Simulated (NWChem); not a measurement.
Everything below was run with NWChem. System: C2H6AlF, charge 0, spin multiplicity 1, at a geometry optimised with PBE/def2-SVP. The structure started from a generated list of species. Level: B3LYP/def2-TZVP, VWN1-RPA local correlation.

Input file:

```
start mol
memory heap 200 mb stack 900 mb global 1100 mb
geometry units angstroms nocenter noautoz noautosym
  Al    -0.025256     0.017946    -0.028455
  C      1.782392    -0.214644    -0.743099
  H      2.174764    -1.234433    -0.544167
  H      2.485364     0.492692    -0.250926
  H      1.835085    -0.028702    -1.834758
  C     -0.665561    -0.532541     1.737678
  H     -1.387094    -1.372741     1.640973
  H     -1.211934     0.291781     2.242598
  H      0.149374    -0.869675     2.410312
  F     -1.157580     0.774544    -1.029065
end
basis spherical
  * library def2-tzvp
end
dft
  xc b3lyp
  semidirect memsize 60000000 filesize 0
  iterations 100
end
task dft energy
```

Part of the output:

```
             Northwest Computational Chemistry Package (NWChem) 7.3.0
             --------------------------------------------------------

                                NWChem Input Module
                                -------------------

 Scaling coordinates for geometry "geometry" by  1.889725989
 (inverse scale =  0.529177249)

                             Geometry "geometry" -> ""
                             -------------------------

 Output coordinates in angstroms (scale by  1.889725989 to convert to a.u.)

  No.       Tag          Charge          X              Y              Z
 ---- ---------------- ---------- -------------- -------------- --------------
    1 Al                  13.0000    -0.02525600     0.01794600    -0.02845500
    2 C                    6.0000     1.78239200    -0.21464400    -0.74309900
    3 H                    1.0000     2.17476400    -1.23443300    -0.54416700
    4 H                    1.0000     2.48536400     0.49269200    -0.25092600
    5 H                    1.0000     1.83508500    -0.02870200    -1.83475800
    6 C                    6.0000    -0.66556100    -0.53254100     1.73767800
    7 H                    1.0000    -1.38709400    -1.37274100     1.64097300
    8 H                    1.0000    -1.21193400     0.29178100     2.24259800
    9 H                    1.0000     0.14937400    -0.86967500     2.41031200
   10 F                    9.0000    -1.15758000     0.77454400    -1.02906500

 Effective nuclear repulsion energy (a.u.)     151.4311849824

            Nuclear Dipole moment (a.u.)
            ----------------------------
        X                 Y               Z
 ---------------- ---------------- ----------------
    -0.0000056692     0.0000113384     0.0000113384


 Summary of "ao basis" -> "" (spherical)
 ------------------------------------------------------------------------------
       Tag                 Description            Shells   Functions and Types
 ---------------- ------------------------------  ------  ---------------------
 *                         def2-tzvp                  on all atoms

                                 NWChem DFT Module
                                 -----------------

 Summary of "ao basis" -> "ao basis" (spherical)
 ------------------------------------------------------------------------------
       Tag                 Description            Shells   Functions and Types
 ---------------- ------------------------------  ------  ---------------------
 Al                        def2-tzvp                13       37   5s5p2d1f
 C                         def2-tzvp                11       31   5s3p2d1f
 H                         def2-tzvp                 4        6   3s1p
 F                         def2-tzvp                11       31   5s3p2d1f

 Summary of "ao basis" -> "ao basis" (spherical)
 ------------------------------------------------------------------------------
       Tag                 Description            Shells   Functions and Types
 ---------------- ------------------------------  ------  ---------------------
 Al                        def2-tzvp                13       37   5s5p2d1f
 C                         def2-tzvp                11       31   5s3p2d1f
 H                         def2-tzvp                 4        6   3s1p
 F                         def2-tzvp                11       31   5s3p2d1f

            General Information
            -------------------
          SCF calculation type: DFT
          Wavefunction type:  closed shell.
          No. of atoms     :    10
          No. of electrons :    40
           Alpha electrons :    20
            Beta electrons :    20
          Charge           :     0
          Spin multiplicity:     1
          Use of symmetry is: off; symmetry adaption is: off
          Maximum number of iterations: 100
          AO basis - number of functions:   166
                     number of shells:    70
          Convergence on energy requested:  1.00D-06
          Convergence on density requested:  1.00D-05
          Convergence on gradient requested:  5.00D-04

              XC Information
              --------------
                         B3LYP Method XC Potential
                     Hartree-Fock (Exact) Exchange  0.200
                        Slater Exchange Functional  0.800 local
                    Becke 1988 Exchange Functional  0.720 non-local
              Lee-Yang-Parr Correlation Functional  0.810
                  VWN I RPA Correlation Functional  0.190 local

             Grid Information
             ----------------
          Grid used for XC integration:  medium
          Radial quadrature: Mura-Knowles
          Angular quadrature: Lebedev.
          Tag              B.-S. Rad. Rad. Pts. Rad. Cut. Ang. Pts.
          ---              ---------- --------- --------- ---------
          Al                  1.25       88          10.0       590
          C                   0.70       49          12.0       434
          H                   0.35       45          13.0       434
          F                   0.50       49          11.0       434
          Grid pruning is: on
          Number of quadrature shells:   505
          Spatial weights used:  Erf1

          Convergence Information
          -----------------------
          Convergence aids based upon iterative change in
          total energy or number of iterations.
          Levelshifting, if invoked, occurs when the
          HOMO/LUMO gap drops below (HL_TOL):  1.00D-02
          DIIS, if invoked, will attempt to extrapolate
          using up to (NFOCK): 10 stored Fock matrices.

                    Damping( 0%)  Levelshifting(0.5)       DIIS
                  --------------- ------------------- ---------------
          dE  on:    start            ASAP                start
          dE off:    2 iters        100 iters           100 iters

      Screening Tolerance Information
      -------------------------------
          Density screening/tol_rho:  1.00D-10
          AO Gaussian exp screening on grid/accAOfunc:  14
          CD Gaussian exp screening on grid/accCDfunc:  20
          XC Gaussian exp screening on grid/accXCfunc:  20
          Schwarz screening/accCoul:  1.00D-08

      Superposition of Atomic Density Guess
      -------------------------------------

 Sum of atomic energies:        -419.63441385

      Non-variational initial energy
      ------------------------------

 Total energy =    -421.000410
 1-e energy   =    -880.045454
 2-e energy   =     307.613859
 HOMO         =      -0.340188
 LUMO         =      -0.275647

------------------------------------------------------------
EAF file 0: "./mol.aoints.0" size=524288 bytes
------------------------------------------------------------
               write      read    awrite     aread      wait
               -----      ----    ------     -----      ----
     calls:        1         0         0         0         0
   data(b): 5.24e+05  0.00e+00  0.00e+00  0.00e+00
   time(s): 0.00e+00  0.00e+00  0.00e+00  0.00e+00  0.00e+00
rate(mb/s): 0.00e+00  0.00e+00
------------------------------------------------------------

   convergence    iter        energy       DeltaE   RMS-Dens  Diis-err    time
 ---------------- ----- ----------------- --------- --------- ---------  ------
 d= 0,ls=0.0,diis     1   -422.1627085902 -5.74D+02  1.44D-01  1.30D+00     4.7
 d= 0,ls=0.0,diis     2   -422.1493118517  1.34D-02  3.61D-03  1.98D+00     6.2
 d= 0,ls=0.0,diis     3   -422.2932853152 -1.44D-01  1.37D-03  1.72D-01     7.7
 d= 0,ls=0.0,diis     4   -422.3049021043 -1.16D-02  2.07D-04  2.92D-03     9.2
 d= 0,ls=0.0,diis     5   -422.3051316531 -2.30D-04  9.12D-05  7.49D-04    10.7
  Resetting Diis
 d= 0,ls=0.0,diis     6   -422.3052259074 -9.43D-05  9.12D-06  6.92D-06    12.2
 d= 0,ls=0.0,diis     7   -422.3052266351 -7.28D-07  3.59D-06  3.84D-07    13.7

         Total DFT energy =     -422.305226635129
      One electron energy =     -884.881046287550
           Coulomb energy =      353.454746595552
    Exchange-Corr. energy =      -42.310111925523
 Nuclear repulsion energy =      151.431184982391

 Numeric. integr. density =       40.000003569608

     Total iterative time =     13.2s

                       DFT Final Molecular Orbital Analysis
                       ------------------------------------

 Vector   18  Occ=2.000000D+00  E=-3.822050D-01
              MO Center= -3.4D-01,  2.6D-01, -3.8D-01, r^2= 4.2D+00
   Bfn.  Coefficient  Atom+Function         Bfn.  Coefficient  Atom+Function
  ----- ------------  ---------------      ----- ------------  ---------------
   143      0.278378  10 F  pz              141     -0.248176  10 F  px
   146      0.223072  10 F  pz              144     -0.198576  10 F  px
   149      0.149613  10 F  pz               45     -0.143736   2 C  pz
    92      0.139785   6 C  px              147     -0.133938  10 F  px
    82      0.120814   5 H  s               131      0.117954   9 H  s

 Vector   19  Occ=2.000000D+00  E=-3.454132D-01
              MO Center=  2.8D-01, -1.8D-01,  2.3D-01, r^2= 3.6D+00
   Bfn.  Coefficient  Atom+Function         Bfn.  Coefficient  Atom+Function
  ----- ------------  ---------------      ----- ------------  ---------------
     4      0.336664   1 Al s                43     -0.203145   2 C  px
     3     -0.190882   1 Al s                94     -0.188674   6 C  pz
    46     -0.155512   2 C  px                5      0.148406   1 Al s
    97     -0.144819   6 C  pz              141     -0.134138  10 F  px
    15      0.117698   1 Al px              143     -0.113627  10 F  pz

 Vector   20  Occ=2.000000D+00  E=-2.844996D-01
              MO Center=  4.0D-01, -2.7D-01,  3.6D-01, r^2= 3.7D+00
   Bfn.  Coefficient  Atom+Function         Bfn.  Coefficient  Atom+Function
  ----- ------------  ---------------      ----- ------------  ---------------
    43      0.234749   2 C  px               94     -0.224653   6 C  pz
    17      0.191058   1 Al pz               46      0.183506   2 C  px
    15     -0.182169   1 Al px               97     -0.177159   6 C  pz
    49      0.149097   2 C  px              100     -0.141486   6 C  pz
    92      0.101594   6 C  px               45     -0.097077   2 C  pz

 Vector   21  Occ=0.000000D+00  E=-2.253004D-02
              MO Center=  5.4D-02, -8.0D-02,  2.4D-02, r^2= 4.3D+00
   Bfn.  Coefficient  Atom+Function         Bfn.  Coefficient  Atom+Function
  ----- ------------  ---------------      ----- ------------  ---------------
    19      0.702605   1 Al py               16      0.369863   1 Al py
    20      0.292839   1 Al pz               18      0.198960   1 Al px
    77     -0.194034   4 H  s               126     -0.191907   8 H  s
   120      0.186442   7 H  s                17      0.153241   1 Al pz
    71      0.140224   3 H  s               142     -0.112455  10 F  py

 Vector   22  Occ=0.000000D+00  E=-1.280722D-02
              MO Center=  2.5D-01, -1.2D-01,  2.4D-01, r^2= 6.9D+00
   Bfn.  Coefficient  Atom+Function         Bfn.  Coefficient  Atom+Function
  ----- ------------  ---------------      ----- ------------  ---------------
     5      2.238449   1 Al s                42     -2.101181   2 C  s
    91     -2.048889   6 C  s               120      0.640825   7 H  s
    77      0.595531   4 H  s               126      0.544437   8 H  s
    71      0.467251   3 H  s                83      0.381309   5 H  s
   132      0.321268   9 H  s               100      0.307547   6 C  pz

 Vector   23  Occ=0.000000D+00  E= 4.675533D-02
              MO Center=  2.0D-01, -2.0D-01,  3.9D-01, r^2= 7.1D+00
   Bfn.  Coefficient  Atom+Function         Bfn.  Coefficient  Atom+Function
  ----- ------------  ---------------      ----- ------------  ---------------
    91      2.577183   6 C  s                42      1.213238   2 C  s
    20     -1.120177   1 Al pz                5     -1.074583   1 Al s
    19      0.663503   1 Al py              126     -0.650409   8 H  s
    18     -0.618304   1 Al px              120     -0.558834   7 H  s
    83     -0.538533   5 H  s               132     -0.541139   9 H  s

------------------------------------------------------------
EAF file 0: "./mol.aoints.0" size=524288 bytes
------------------------------------------------------------
               write      read    awrite     aread      wait
               -----      ----    ------     -----      ----
     calls:        1         6         0         0         0
   data(b): 5.24e+05  3.15e+06  0.00e+00  0.00e+00
   time(s): 0.00e+00  0.00e+00  0.00e+00  0.00e+00  0.00e+00
rate(mb/s): 0.00e+00  0.00e+00
------------------------------------------------------------

 center of mass
 --------------
 x =  -0.12911277 y =   0.08676534 z =  -0.11659207

 moments of inertia (a.u.)
 ------------------
         356.515161368353          61.558742494988          61.875138453534
          61.558742494988         594.548087106969          97.310452343484
          61.875138453534          97.310452343484         378.950066426097

     Multipole analysis of the density
     ---------------------------------

     L   x y z        total         alpha         beta         nuclear
     -   - - -        -----         -----         ----         -------
     0   0 0 0     -0.000000    -20.000000    -20.000000     40.000000

     1   1 0 0      0.522624      0.261315      0.261315     -0.000006
     1   0 1 0     -0.349273     -0.174642     -0.174642      0.000011
     1   0 0 1      0.461575      0.230782      0.230782      0.000011

     2   2 0 0    -25.612333   -104.719769   -104.719769    183.827204
     2   1 1 0      1.714561     15.741953     15.741953    -29.769345
     2   1 0 1     -0.753687     24.556005     24.556005    -49.865696
     2   0 2 0    -22.288982    -32.347269    -32.347269     42.405556
     2   0 1 1      1.952452     27.525560     27.525560    -53.098668
     2   0 0 2    -25.133764    -98.680750    -98.680750    172.227737

 Task  times  cpu:       13.8s     wall:       13.8s

 Total times  cpu:       13.8s     wall:       13.8s
```
